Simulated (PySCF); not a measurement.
# Electron correlation in Pb⁷¹⁺ (lead, charge +71)

[Ne] 3s1, 2S determinant. Computed with PySCF 2.14 in an even-tempered Gaussian basis (17 s from 23 bohr⁻², ratio 2.5; 12 p from 30 bohr⁻², ratio 2.5; 4 d from 110 bohr⁻², ratio 2.7; 4 f from 160 bohr⁻², ratio 2.7), with the spin-free X2C one-electron Hamiltonian (Gaussian nucleus). Frozen: 1s2; 9 electrons correlated; the 20 highest virtual orbitals of each spin left out.

| level | correlation energy (mhartree) |
| --- | --- |
| CCSD | -368.22 |
| (T) | -0.05 |
| CCSD(T) | -368.27 |

Diagnostics: T1 = 3.0e-05, D1 = 0.0001, largest double amplitude 0.002.

**Question.** Is a single reference adequate?

**Answer.** Yes, within this model without spin-orbit coupling: T1 lies below 0.03 and no double amplitude reaches 0.07.

At this charge the one-electron X2C treatment keeps the bare 1/r₁₂, with no two-electron picture change or Breit term. The effect here is smaller than on the frozen 1s shell; and a scalar Hamiltonian misses the large spin-orbit splitting of the p shells, which matters for ns² → np² pairs.
